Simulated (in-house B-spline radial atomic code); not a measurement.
Values are calculated unless marked as measured or tabulated.
N ion on Ti atom: potential, deflection and energy transfer

The pair potential comes from two frozen, spherical free-atom densities (PBE, B-spline radial code, scalar-relativistic past argon): electrostatics plus the change in Thomas-Fermi kinetic and Dirac exchange energy where they overlap, the recipe behind the universal ZBL potential, which averages such potentials (from solid-state densities) over many pairs. It is written V = (Z1 Z2 e²/r) φ(r/a), with e² = 14.3996 eV·Å and a = 0.46850 Å/(Z1^0.23 + Z2^0.23); ZBL's fit is φ = 0.18175 e^(−3.1998x) + 0.50986 e^(−0.94229x) + 0.28022 e^(−0.4029x) + 0.02817 e^(−0.20162x). Where φ falls below 4e-4 it is continued as an exponential.

Masses 14.01 and 47.87 u.

```csv
x = r/a,"φ, this pair","φ, ZBL"
0.1,0.8981,0.8928
0.5,0.6386,0.6096
1.5,0.3306,0.2995
3,0.1544,0.1292
5,0.06286,0.05224
8,0.02007,0.01705
12,0.004981,0.00474
17,0.0009597,0.001212
```

(1) At x = 1 the electrostatic, kinetic and exchange parts are 5585.19, 2165.93 and -117.81 eV. Find r, V and φ.

(2) The ion comes in at 2.203 keV with impact parameter 0.6506 Å. The scattering integral gives a centre-of-mass angle of 12.77° and a closest approach of 5.286 a. What are the reduced energy, the energy passed on and the laboratory angles?

Answers

(1) a = 0.46850/(1.5645 + 2.0359) = 0.13012 Å, so r = 0.13012 Å. V = 5585.19 + 2165.93 + (-117.81) = 7633.31 eV. The bare repulsion is 7 × 22 × 14.3996/0.13012 = 17042 eV, so φ = 0.4479, +7.6 % against ZBL's 0.4164. The kinetic (Pauli) term is 28 % of V here.

(2) ε = E a M2/(Z1 Z2 e² (M1 + M2)) = 2203 × 4.5394e-05 = 0.1. The most that one collision can pass on is γE with γ = 4 M1 M2/(M1 + M2)² = 0.7006. Here T = γE sin²(θ/2) = 0.7006 × 2203 × 0.01236 = 19.08 eV. The ion turns by arctan(sin θ/(cos θ + M1/M2)) = 9.9°, and the struck atom leaves at (180° − θ)/2 = 83.6°. The closest approach is 0.688 Å. With ZBL the angle would be 10.78° and T = 13.63 eV.
